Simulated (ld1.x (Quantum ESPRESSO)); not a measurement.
# hafnium (Hf): one change to an RRKJ potential, before and after

ld1.x (Quantum ESPRESSO) 7.5 input, shortened:

```
&input
   title='Hf', zed=72., rel=2, dft='PZ', iswitch=3,
   config='[Xe] 4f14 5d2 6s2 6p0', rel_dist='average'
 /
 &inputp
   pseudotype=2, tm=.false., lloc=0,
   nlcc=.true., rcore=0.95
 /
3
5P  2  1   6.00   0.00  1.75  1.75  0.0
5D  3  2   2.00   0.00  1.75  1.75  0.0
6S  1  0   2.00   0.00  2.50  2.50  0.0
 &test
   configts(1)='5p6 5d2 6s2 6p0'
 /
```

Open shells are filled in proportion to 2j + 1 (rel_dist='average').

Change: wave 5d (bound): rc 1.75 bohr becomes 5d (bound): rc 1.10 bohr.

Cutoffs: the cutoffs (Ry, on a coarse ladder) from which the occupation-weighted sum of valence levels, in a spherical-Bessel basis at the reference potential, stays within 10 and 1 mRy of its value at 400 Ry; they do not see the model core or the augmentation charge, which bear on the density cutoff. Errors are all-electron minus pseudo energies relative to the spin-unpolarised reference configuration.

Problem. What does the change do?

Solution. The potential gets harder (45 Ry and 70 Ry → 110 Ry and 140 Ry); the errors of the 7 common tests hardly move; neither file shows a bound ghost at the reference potential, the only one tested. A smaller radius makes the pseudo-wave follow the all-electron one further in, where it bends more sharply, so more plane waves are needed.

```csv
quantity,base,changed
"cutoff, loose",45 Ry,110 Ry
"cutoff, tight",70 Ry,140 Ry
loose cutoff by channel (10 mRy a level),"p 35 Ry, d 21 Ry, s 6 Ry","p 35 Ry, d 110 Ry, s 6 Ry"
bound ghosts,none,none
"error for 5p6 5d2 6s1 6p0, meV [ΔE 8.20 eV]",-3.4,-3.5
"error for 5p6 5d2 6s0 6p0, meV [ΔE 22.70 eV]",-25,-26
"error for 5p6 5d1 6s0 6p0, meV [ΔE 44.79 eV]",-86,-86
"error for 5p6 5d0 6s0 6p0, meV [ΔE 77.91 eV]",-288,-296
"error for 5p6 5d2 6s1 6p1, meV [ΔE 3.88 eV]",-440,-440
"error for 5p6 5d1 6s2 6p0, meV [ΔE 6.73 eV]",-21,-22
"error for 5p6 5d3 6s1 6p0, meV [ΔE 2.58 eV]",-23,-24
s: phases at 2.70 bohr within 0.05 rad from the reference energy up to (Ry; the scan ends near 5),1.8,1.8
p1/2: phases at 2.70 bohr within 0.05 rad from the reference energy up to (Ry; the scan ends near 5),-1.1,-1.1
p3/2: phases at 2.70 bohr within 0.05 rad from the reference energy up to (Ry; the scan ends near 5),-0.7,-0.7
d3/2: phases at 2.70 bohr within 0.05 rad from the reference energy up to (Ry; the scan ends near 5),1.5,1.5
d5/2: phases at 2.70 bohr within 0.05 rad from the reference energy up to (Ry; the scan ends near 5),1.6,1.6
```

Base: These tests converged, but a pseudo level misses the all-electron one widely, so the file describes the atom poorly there or has found another state: 5p6 5d1 6s0 6p0: empty 6p by 2.1 eV; 5p6 5d0 6s0 6p0: empty 6p by 2.9 eV. Changed file: These tests converged, but a pseudo level misses the all-electron one widely, so the file describes the atom poorly there or has found another state: 5p6 5d1 6s0 6p0: empty 6p by 2.1 eV; 5p6 5d0 6s0 6p0: empty 6p by 2.9 eV.
